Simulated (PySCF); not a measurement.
Isomers of C2H14OSi5, mass 193.989 u with the commonest isotopes. Level of theory: PBE0/pcSseg-1 in PySCF (dipole) on a GFN2-xTB geometry, gas phase. One conformer each, none proved a minimum here; rigid rotors.

Question: Order these by rotational constant B, largest first.
A. `[CH3:1][Si@@H:2]1[Si@H:3]([CH3:4])[SiH2:5][Si@H:6]1[O:7][SiH3:8]` with Si5–Si6–O7–Si8 42°, C1–Si2–Si3–C4 11°, Si2–Si3–Si5–Si6 -7°, Si3–Si5–Si6–O7 -103°, C1–Si2–Si6–Si5 106°
B. `[CH3:1][Si@@H:2]1[Si@H:3]([CH3:4])[SiH2:5][Si@@H:6]1[O:7][SiH3:8]` with Si5–Si6–O7–Si8 -50°, C1–Si2–Si3–C4 -11°, Si2–Si3–Si5–Si6 7°, Si3–Si5–Si6–O7 103°, C1–Si2–Si6–Si5 123°
C. `[SiH3:1][Si:2]1([SiH3:3])[CH2:4][SiH2:5][O:6][SiH2:7][CH2:8]1` with Si1–Si2–C4–Si5 -169°, Si2–C4–Si5–O6 36°, C4–Si5–O6–Si7 -21°, Si5–O6–Si7–C8 21°
D. `[CH3:1][O:2][Si@@H:3]1[SiH2:4][SiH2:5][SiH2:6][Si@@H:7]1[CH3:8]` with C1–O2–Si3–Si4 -61°, O2–Si3–Si4–Si5 -85°, Si3–Si4–Si5–Si6 -13°, Si4–Si5–Si6–Si7 1°, Si5–Si6–Si7–C8 137°

Answer: D (785.4 MHz), B (652.3 MHz), C (566.6 MHz), A (550.3 MHz).

Question: Order these by rotational constant C, smallest first.
A. `[CH3:1][O:2][CH2:3][SiH:4]1[SiH2:5][SiH2:6][SiH2:7][SiH2:8]1` with C1–O2–C3–Si4 180°, O2–C3–Si4–Si5 -54°, C3–Si4–Si5–Si6 72°, Si4–Si5–Si6–Si7 19°, Si5–Si6–Si7–Si8 0°, Si6–Si7–Si8–Si4 -19°
B. `[CH3:1][Si@@H:2]1[Si@H:3]([CH3:4])[SiH2:5][Si@H:6]1[O:7][SiH3:8]` with Si5–Si6–O7–Si8 42°, C1–Si2–Si3–C4 11°, Si2–Si3–Si5–Si6 -7°, Si3–Si5–Si6–O7 -103°, C1–Si2–Si6–Si5 106°
C. `[CH3:1][Si@@H:2]1[Si@H:3]([CH3:4])[SiH2:5][Si@@H:6]1[O:7][SiH3:8]` with Si5–Si6–O7–Si8 -50°, C1–Si2–Si3–C4 -11°, Si2–Si3–Si5–Si6 7°, Si3–Si5–Si6–O7 103°, C1–Si2–Si6–Si5 123°
D. `[CH3:1][O:2][Si@@H:3]1[SiH2:4][SiH2:5][SiH2:6][Si@@H:7]1[CH3:8]` with C1–O2–Si3–Si4 -61°, O2–Si3–Si4–Si5 -85°, Si3–Si4–Si5–Si6 -13°, Si4–Si5–Si6–Si7 1°, Si5–Si6–Si7–C8 137°
E. `[SiH3:1][Si:2]1([SiH3:3])[CH2:4][SiH2:5][O:6][SiH2:7][CH2:8]1` with Si1–Si2–C4–Si5 -169°, Si2–C4–Si5–O6 36°, C4–Si5–O6–Si7 -21°, Si5–O6–Si7–C8 21°

Answer: B (470.0 MHz), D (490.9 MHz), E (560.3 MHz), C (574.8 MHz), A (740.8 MHz).

Question: Order these by radius of gyration √(Σ m r²/M), smallest first.
A. `[CH3:1][Si@@H:2]1[Si@H:3]([CH3:4])[SiH2:5][Si@@H:6]1[O:7][SiH3:8]` with Si5–Si6–O7–Si8 -50°, C1–Si2–Si3–C4 -11°, Si2–Si3–Si5–Si6 7°, Si3–Si5–Si6–O7 103°, C1–Si2–Si6–Si5 123°
B. `[CH3:1][Si@@H:2]1[Si@H:3]([CH3:4])[SiH2:5][Si@H:6]1[O:7][SiH3:8]` with Si5–Si6–O7–Si8 42°, C1–Si2–Si3–C4 11°, Si2–Si3–Si5–Si6 -7°, Si3–Si5–Si6–O7 -103°, C1–Si2–Si6–Si5 106°
C. `[SiH3:1][Si:2]1([SiH3:3])[CH2:4][SiH2:5][O:6][SiH2:7][CH2:8]1` with Si1–Si2–C4–Si5 -169°, Si2–C4–Si5–O6 36°, C4–Si5–O6–Si7 -21°, Si5–O6–Si7–C8 21°
D. `[CH3:1][O:2][CH2:3][SiH:4]1[SiH2:5][SiH2:6][SiH2:7][SiH2:8]1` with C1–O2–C3–Si4 180°, O2–C3–Si4–Si5 -54°, C3–Si4–Si5–Si6 72°, Si4–Si5–Si6–Si7 19°, Si5–Si6–Si7–Si8 0°, Si6–Si7–Si8–Si4 -19°

Answer: D (2.232 Å), A (2.373 Å), C (2.415 Å), B (2.500 Å).

| SMILES | point group | Ia (u·Å²) | Ib (u·Å²) | Ic (u·Å²) | κ | μa (D) | μb (D) | μc (D) |
| --- | --- | --- | --- | --- | --- | --- | --- | --- |
| C[Si@@H]1[Si@H](C)[SiH2][Si@@H]1O[SiH3] | C1 | 530.27 | 774.80 | 879.29 | -0.59 | 0.19 | 0.95 | 0.70 |
| [SiH3][Si]1([SiH3])C[SiH2]O[SiH2]C1 | Cs | 468.10 | 892.01 | 902.03 | -0.98 | 0.76 | 0.73 | 0.00 |
| C[Si@@H]1[Si@H](C)[SiH2][Si@H]1O[SiH3] | C1 | 430.53 | 918.30 | 1075.22 | -0.77 | 1.24 | 0.43 | 0.07 |
| CO[Si@@H]1[SiH2][SiH2][SiH2][Si@@H]1C | C1 | 583.61 | 643.51 | 1029.46 | 0.57 | 1.39 | 0.23 | 0.31 |
| COC[SiH]1[SiH2][SiH2][SiH2][SiH2]1 | Cs | 601.87 | 648.65 | 682.16 | -0.23 | 1.99 | 0.00 | 1.32 |
